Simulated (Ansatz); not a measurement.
Born–Oppenheimer molecular dynamics of C3H4F2OSi (11 atoms, charge 0, multiplicity 1). It starts from a relaxed structure.

Computed with Ansatz, RKS PBE0/STO-3G.

```json
{"ensemble": "NVE (velocity Verlet)", "time step": "0.5 fs", "steps asked": "250", "starting velocities drawn for": "100 K", "seed": "676840"}
```

First frame:

```xyz
11
Properties=species:S:1:pos:R:3
C 0.067 -1.999 -0.249
C -0.115 -0.680 -0.136
C 0.832 0.429 0.381
Si -0.609 1.541 -0.023
F -0.513 2.605 -1.242
F -1.436 2.283 1.156
O -1.303 0.017 -0.496
H 1.008 -2.462 0.048
H -0.715 -2.651 -0.640
H 1.744 0.543 -0.216
H 1.104 0.318 1.437
```

Question: How far do the bonds stretch over the last three quarters of this one trajectory? (Pairs bonded in most of those frames.)

Answer: 
```csv
bond,mean (Å),spread (Å),shortest,longest
C1–C2,1.338,0.006,1.32,1.35
C1–H8,1.090,0.006,1.08,1.10
C1–H9,1.091,0.006,1.08,1.10
C2–C3,1.549,0.014,1.52,1.57
C2–Si4,2.279,0.008,2.26,2.29
C2–O7,1.424,0.013,1.40,1.45
C3–Si4,1.867,0.015,1.84,1.89
C3–H10,1.097,0.012,1.07,1.12
C3–H11,1.097,0.012,1.07,1.12
Si4–F5,1.622,0.013,1.60,1.65
Si4–F6,1.622,0.008,1.61,1.63
Si4–O7,1.741,0.009,1.73,1.76
```

Mean temperature of the second half: 49 K. The conserved energy stayed within 0.051 meV per atom of its start (net change 0.041 meV per atom), so the integration is sound. The temperature averaged 0.49 of the 100 K drawn at the start: a run that starts near a minimum puts about half its kinetic energy into the potential. A run of 0.12 ps of so small a system gives no equilibrium averages. Limits of this set-up: minimal basis.

Run time: 7.3 min on 1 thread of Arm Neoverse V2 (shared host), peak memory 0.1 GiB.
